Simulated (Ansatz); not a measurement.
`C#C[Si](C#C)(C#C)C#C` + `[CH3][SnH3]` → `C#[C][SnH2][CH3]` + `C#C[SiH](C#C)C#C` at 600 K and 1 bar (formal exchange of groups at a C–Si bond).

Calculated with Ansatz (gas phase, PBE0-D4/def2-TZVP geometries, no zero-point term in ΔE). CBS: MP2 limit from def2 TZ/QZ plus the TZ coupled-cluster correction, frozen cores. def2 core potentials past Kr. For Sn outer-core shells are correlated without core-valence functions, which leaves a few kJ/mol of doubt a bond.

```tsv
species	CCSD(T)/CBS energy (Eh)	H − E (kJ/mol)	S (J/(mol·K))
`C#C[Si](C#C)(C#C)C#C`	-595.69571	296.4	545.9
`[CH3][SnH3]`	-255.66383	191.1	350.4
`C#[C][SnH2][CH3]`	-331.71794	239.9	439.6
`C#C[SiH](C#C)C#C`	-519.63731	249.8	482.0
```

H − E and S are ideal-gas, rigid-rotor, harmonic terms from PBE0-D4/def2-TZVP. 1 Eh = 2625.50 kJ/mol, R = 8.31446 J/(mol·K).

Problem. By hand: ΔE, ΔH, ΔS and ΔG.

Solution. ΔE = (-331.71794) + (-519.63731) − (-595.69571) − (-255.66383) = 0.00429 Eh = 11.3 kJ/mol. Δ(H − E) = 239.9 + 249.8 − 296.4 − 191.1 = 2.2, so ΔH = 13.5 kJ/mol. ΔS = 439.6 + 482.0 − 545.9 − 350.4 = 25.3 J/(mol·K). ΔG = 13.5 − 600 × (25.3)/1000 = -1.7 kJ/mol.

Problem. By hand: the equilibrium constant, and the temperature at which ΔG would vanish if ΔH and ΔS stayed fixed.

Solution. log₁₀ K = −ΔG/(RT ln 10) = 0.1. ΔG = 0 at ΔH/ΔS = 534 K.

TΔS isn't small against ΔH here. The sign of ΔG lies within the doubt. A doubt of 5 kJ/mol in ΔE shifts log₁₀ K by 0.4 here. These are equilibria of isolated gas molecules and say nothing of rates. Largest T1 diagnostic: 0.014 (customary marks: 0.02 for closed shells, 0.045 for open ones).
